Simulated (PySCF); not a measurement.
# SnN⁻: from constants to spectrum

RHF-CCSD(T) constants of SnN⁻, ¹Σ⁺ (singlet), closed shell (PySCF, scalar-relativistic core potentials, basis sets Sn def2-TZVPPD with ECP28, N def2-TZVPPD; masses 119.9022 and 14.0031 u):

```
ωe              : 767.7 cm⁻¹
ωexe            : 3.91 cm⁻¹
Be              : 0.37063 cm⁻¹
αe              : 0.00243 cm⁻¹
D (centrifugal) : 3.46e-07 cm⁻¹
De to Sn⁻ + N   : 3.79 eV
```

**Question.** Give the vibrational terms G(v) and spacings up to v = 6.

**Answer.** G(v) = ωe(v+½) − ωexe(v+½)².

```tsv
v	G(v) (cm⁻¹)	G(v) − G(v−1)	Bv (cm⁻¹)
0	382.9		0.3694
1	1142.8	759.9	0.3670
2	1894.8	752.1	0.3646
3	2639.1	744.2	0.3621
4	3375.5	736.4	0.3597
5	4104.1	728.6	0.3573
6	4824.9	720.8	0.3548
```

**Question.** How well does the Morse estimate ωe²/(4ωexe) reproduce De, and what is D0?

**Answer.** It gives 4.67 eV, 123 % of the computed De. D0 = De − G(0) = 3.79 − 0.05 = 3.74 eV.

Correlated steps freeze 5 core orbitals. Spin–orbit coupling is left out, which matters for elements this heavy, above all for dissociation energies. For an ion De counts to the pair picked by the measured ionisation energies or electron affinities, which need not be the lowest pair at this level. Where the molecule has an RHF reference, its open-shell atoms are computed with UHF. The CCSD T1 diagnostic is raised, a sign that a single reference may not be enough here.
